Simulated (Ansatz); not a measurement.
Consider the ligand exchange at the Sn–C bond: `[CH3][SnH]([CH3])[OH]` + CH₃OH → `C[O][SnH]([CH3])[OH]` + CH₄.

Program: Ansatz. Geometries: PBE0-D4/def2-TZVP. ΔE: electronic, gas phase. CBS: MP2 limit from def2 TZ/QZ plus the TZ coupled-cluster correction, frozen cores. This one scheme is used for every species. def2 core potentials past Kr. For Sn outer-core shells are correlated without core-valence functions, which leaves a few kJ/mol of doubt a bond. Each species was taken in one conformer, which may not be the lowest.

| species | CCSD/CBS(def2) energy (Eh) |
| --- | --- |
| `[CH3][SnH]([CH3])[OH]` | -370.11063 |
| CH₃OH | -115.60252 |
| `C[O][SnH]([CH3])[OH]` | -445.27468 |
| CH₄ | -40.45584 |

Problem. Work out ΔE.

Solution. ΔE = (-445.27468) + (-40.45584) − (-370.11063) − (-115.60252) = -0.01737 Eh = -10.9 kcal/mol. CCSD(T)/CBS gives -11.2 kcal/mol.

Largest T1 diagnostic among the species: 0.013.

In def2-TZVPP, CCSD(T) changes the Hartree–Fock value by +1.4 kcal/mol (the triples alone add −0.3 kcal/mol) and MP2 by +1.4 kcal/mol. From PBE to PBE0 (25 % exact exchange), in def2-TZVPP and without D4, ΔE moves by +1.0 kcal/mol.
